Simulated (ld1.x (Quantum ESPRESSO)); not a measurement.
The numbers below are computed, except where a source is named.
Potentials for boron compared

Generated with ld1.x 7.5 (TM, RRKJ, ultrasoft, PAW), atompaw 4.2 or ONCVPSP 4.0.1. The cutoff is in Ry: for ld1.x and atompaw files where the sum of valence levels is converged to 10 mRy in a Bessel basis, for ONCV files where the hardest occupied wave has 1 mHa per electron of residual kinetic energy. The error is the largest all-electron minus pseudo excitation energy over each file’s own four to seven test configurations (ionisations up to +4, promotions, holes and added fractions of an electron), all of which were solved. The labels leave out finer settings (local radius, basis sizes, second energies), which also bear on the numbers. Spin-polarised tests are not counted. The rows are a selection from randomly drawn settings: files with unsolved tests, undetermined cutoffs or missed reference levels are left out.

A true bound ghost makes a file unfit for plane-wave use even where its test errors are small: the radial tests pick states by their node count and pass the ghost by.

| potential | cutoff (Ry) | largest error (meV) | bound ghosts |
| --- | --- | --- | --- |
| ultrasoft, LDA (PZ), scalar-relativistic, rc 1.70/2.25/1.80 (spd), local smoothed, core correction no, reference 2s2 2p1 | 10 | +125 | none |
| PAW, PBE, scalar-relativistic, rc 1.10/4.00 (sp), local smoothed, core correction yes, reference 2s1.75 2p1.25 | 25 | -17 | s |
| TM, PBEsol, non-relativistic, rc 1.50/3.25 (sp), local smoothed, core correction yes, reference 2s1.5 2p0 | 18 | +483 | none |
| TM, PBE, scalar-relativistic, rc 1.45/2.15 (sp), local s, core correction no, reference 2s1 2p0 | 18 | +385 | none |
| TM, revPBE, non-relativistic, rc 1.40/3.30 (sp), local smoothed, core correction yes, reference 2s1 2p0 | 21 | +478 | none |
| ultrasoft, PBEsol, scalar-relativistic, rc 1.55/1.85 (sp), local smoothed, core correction no, reference 2s2 2p0.5 | 12 | +56 | none |

Problem. Fill in the row for B: TM semilocal, PBE, scalar-relativistic, rc 1.05/2.75 (sp), local s, core correction yes, reference 2s2 2p1.

Solution. cutoff 45 Ry, largest error +197 meV, bound ghosts: none.
